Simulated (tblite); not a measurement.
C5H8Cl2SSi.
SMILES with atom numbers: `[CH3:1][S:2][Si@@H:3]([Cl:4])[C:5]1=[C:6]([Cl:7])[CH2:8][CH2:9]1` (hydrogens: H10, H11, H12 on C1; H13 on Si3; H14, H15 on C8; H16, H17 on C9)

Structure optimised with GFN2-xTB, isolated species.

Q: What internal coordinates does the optimisation give?

A: 
```tsv
bond	length (bohr)	order
C1–S2	3.443	single
S2–Si3	4.070	single
Si3–Cl4	3.796	single
Si3–C5	3.533	single
C5=C6	2.533	double
C6–Cl7	3.223	single
C6–C8	2.829	single
C8–C9	2.926	single
C5–C9	2.875	single
C1–H10, C1–H11, C1–H12	2.050	single
Si3–H13	2.754	single
C8–H14	2.057	single
C8–H15	2.056	single
C9–H16	2.054	single
C9–H17	2.054	single
```

Bonds in one row agree within 0.02 bohr and their mean is given. Orders are formal, as drawn. A selection of angles:
```tsv
angle	degrees
S2–C1–H10	109.6
S2–C1–H11	106.7
H10–C1–H11	110.1
H10–C1–H12	110.6
C1–S2–Si3	99.6
S2–Si3–Cl4	107.7
S2–Si3–C5	109.0
S2–Si3–H13	108.7
Cl4–Si3–C5	108.8
Cl4–Si3–H13	110.9
C5–Si3–H13	111.7
Si3–C5–C6	135.6
Si3–C5–C9	132.8
C6–C5–C9	91.6
C5–C6–Cl7	133.5
C5–C6–C8	96.3
Cl7–C6–C8	130.2
C6–C8–C9	84.9
C6–C8–H14	115.3
C6–C8–H15	115.2
C9–C8–H14	115.3
C9–C8–H15	115.3
H14–C8–H15	109.3
C8–C9–H16	114.9
C8–C9–H17	114.9
C5–C9–C8	87.2
C5–C9–H16	114.2
C5–C9–H17	114.6
H16–C9–H17	109.7
```

Dihedral angles: C1–S2–Si3–Cl4 -175° (antiperiplanar); S2–Si3–C5–C6 85° (synclinal); Si3–C5–C6–Cl7 2° (synperiplanar); C5–C6–C8–C9 0° (synperiplanar); C6–C8–C9–C5 0° (synperiplanar); Si3–C5–C9–C8 178° (antiperiplanar).

The 4-membered ring C5–C6–C8–C9 has internal angles of 84.9° to 96.3°; it is planar, 0.00 Å rms from its mean plane, widest ring torsion 0°. S2 (sulfur bonded to C and Si) is bent (angle 99.6°). Of the pairs four or more bonds apart, C5···H12 is among the closest relative to their van der Waals radii: 2.97 Å, 102 % of the sum of Bondi's values. Si3 (chlorine-bound silicon) is tetrahedral (angles from 107.7° to 111.7°). The C–C distances run from 1.340 Å (C5=C6, drawn double) to 1.548 Å (C8–C9, drawn single), a spread of 0.208 Å.

Point group: C1 (no symmetry element, even within 0.4 Å). Its GFN2-xTB frequencies are all real (lowest 23 cm⁻¹). The numbers are those of one conformer.

The numbers are calculated, not measured.
